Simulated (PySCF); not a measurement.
H7Si3 (SMILES [SiH2][SiH2][SiH3]), doublet, geometry from GFN2-xTB. Base run: BLYP/3-21G in PySCF.

PySCF was given this input:
```python
from pyscf import gto, scf, dft

mol = gto.M(
    atom='''
Si    1.93979745    0.47165961    0.10091883
Si    0.05332804   -0.63234908   -0.54160016
Si   -1.87730055    0.14500050    0.46169226
H     3.28672394    0.02470814   -0.26281169
H     1.98987865    1.93358010    0.02028201
H    -0.17751861   -0.71822834   -2.00276084
H     0.27841266   -2.04606664   -0.17893111
H    -2.94853390   -0.85021347    0.52993420
H    -2.43260727    1.30498691   -0.23887599
H    -1.61790441    0.57087873    1.83901062
''',
    basis='3-21g',
    spin=1,
    verbose=4,
)

mf = dft.UKS(mol)
mf.xc = 'blyp'
mf.kernel()
```

Each row names what was changed in the base input (with any setting that the change needs).

```csv
change,ΔE vs base (mEh),fitting functions,dipole (D)
base,0.000,-,0.27
auxbasis = even-tempered beta=2.0,-6.980,311,0.28
auxbasis = autoaux,-6.693,385,0.28
auxbasis = def2-universal-jfit,-1.062,230,0.27
auxbasis = def2-svp-ri,-1344.1,284,0.27
auxbasis = cc-pvqz-jkfit,-0.476,801,0.27
auxbasis = even-tempered beta=3.0,-14.852,208,0.28
auxbasis = def2-universal-jkfit,-0.330,510,0.27
auxbasis = cc-pvtz-jkfit,-0.493,573,0.27
auxbasis = cc-pvdz-jkfit,-0.511,497,0.27
```

A fitting set is made for a task (jfit for Coulomb, jkfit for Coulomb and exchange, ri for correlation) and for a family of orbital bases.

Open shells are given as the SCF converged; they aren't shown to be the lowest states, and a large step between rows can be another state.
